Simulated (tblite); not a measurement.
Compound: C7H15P.
Cartesian coordinates in Å at the GFN2-xTB level; atoms count from 1:
```
atom  x, y, z in Å
C1     1.5626   -1.0224    1.2094
C2     1.0947    0.2124    0.4400
C3     2.2897    0.9436   -0.1661
C4     0.1251   -0.1806   -0.6670
P5    -0.4978    1.1642   -1.8321
C6    -1.9616    0.0223   -1.5674
C7    -1.3160   -0.6419   -0.3382
C8    -1.8955   -0.0930    0.9562
H9     0.7205   -1.5589    1.6392
H10    2.0948   -1.7002    0.5451
H11    2.2341   -0.7338    2.0152
H12    0.5912    0.8926    1.1347
H13    1.9527    1.8195   -0.7206
H14    2.8246    0.2902   -0.8529
H15    2.9772    1.2682    0.6117
H16    0.6037   -0.9419   -1.2971
H17   -0.8567    2.0448   -0.7966
H18   -2.0592   -0.6627   -2.4113
H19   -2.9210    0.5084   -1.3975
H20   -1.4171   -1.7326   -0.3293
H21   -1.3659   -0.4811    1.8228
H22   -1.8433    0.9941    0.9738
H23   -2.9413   -0.3843    1.0380
```

All values are computed: GFN2-xTB (tblite) harmonic vibrations without scaling, gas phase. The method is semi-empirical: single wavenumbers can be off by several per cent or more. Modes of hydrogen on phosphorus can be 10 to 20 % off. One conformer, not necessarily the lowest.

Harmonic wavenumbers (cm⁻¹): 90.5, 117.7, 151.1, 198.7, 220.5, 246.3, 253.9, 295.4, 338.6, 389.6, 416.5, 465.6, 597.7, 660.7, 723.0, 746.9, 847.4, 864.9, 912.4, 923.5, 947.9, 953.7, 986.9, 995.2, 1021.7, 1050.1, 1090.0, 1130.7, 1152.2, 1171.2, 1184.5, 1197.7, 1208.8, 1252.3, 1263.4, 1312.7, 1332.2, 1347.9, 1403.8, 1411.0, 1420.3, 1442.4, 1489.6, 1494.1, 1499.2, 1501.7, 1503.6, 1508.7, 2217.3, 2890.4, 2915.5, 2937.8, 2972.3, 2991.1, 3002.4, 3017.3, 3023.9, 3024.4, 3027.4, 3028.9, 3033.6, 3039.0, 3043.0.

A = 2277, B = 1401, C = 999.8 MHz; mass 130.091 u (most abundant isotopes); point group C1, symmetry number 1.

Q: What is the zero-point energy?

A: ½Σν̃ = 44449 cm⁻¹ = 531.73 kJ/mol.

Q: Give the ideal-gas entropy at 400 K and 1 bar in the rigid-rotor, harmonic-oscillator model (classical rotation).

A: Translation 175.68, rotation 125.01, vibration 152.59: S = 453.3 J/(mol K).

Q: And Cp and H(400 K) − H(0)?

A: Cp = 216.66 J/(mol K), of which vibrations give 183.40 (their classical limit is 63 R = 523.8); H(400 K) − H(0) = 47.84 kJ/mol without the zero-point energy, 34.53 from vibrations.

Q: How do the functions run with temperature in this model?

A: 
```tsv
T (K)	S (J/(mol K))	Cp (J/(mol K))	H − H(0) (kJ/mol)	G − H(0) (kJ/mol)	ln q(vib)
50	236.2	46.0	1.84	-9.97	0.13
100	276.5	73.4	4.83	-22.82	0.83
298.15	397.4	165.5	28.36	-90.14	5.37
373.15	438.7	203.5	42.20	-121.50	7.28
500	506.6	261.9	71.82	-181.49	10.60
750	630.0	346.5	148.62	-323.89	17.26
1000	737.9	402.9	242.75	-495.19	23.73
```

q(vib) and H(0) count from the zero-point level.

Q: Which modes carry the vibrational entropy at 400 K?

A: 90.5 cm⁻¹: 17.68; 117.7 cm⁻¹: 15.52; 151.1 cm⁻¹: 13.49; 198.7 cm⁻¹: 11.28; 220.5 cm⁻¹: 10.46; 246.3 cm⁻¹: 9.59 J/(mol K); the other 57 give 74.58 together.

Q: What must be added to the electronic energy to get the Gibbs energy at 400 K and 1 bar?

A: ZPE + [H(400 K) − H(0)] − T·S = 531.73 + 47.84 − 181.31 = 398.26 kJ/mol.

Q: Blend soft modes into free rotors: weight 1/[1 + (100 cm⁻¹/ν̃)⁴] for the oscillator and the rest for a rotor with moment μB/(μ + B), μ = h/(8π²ν), B = 10⁻⁴⁴ kg m². What vibrational entropy results?

A: 148.72 J/(mol K) in place of 152.59, which changes −T·S at 400 K by +1.55 kJ/mol.

Hindered rotation and anharmonicity are outside this model. Other conformers, if any are populated, would add a mixing term that is left out. The structure is chiral; the term R ln 2 for an equal mix with its mirror image is left out.
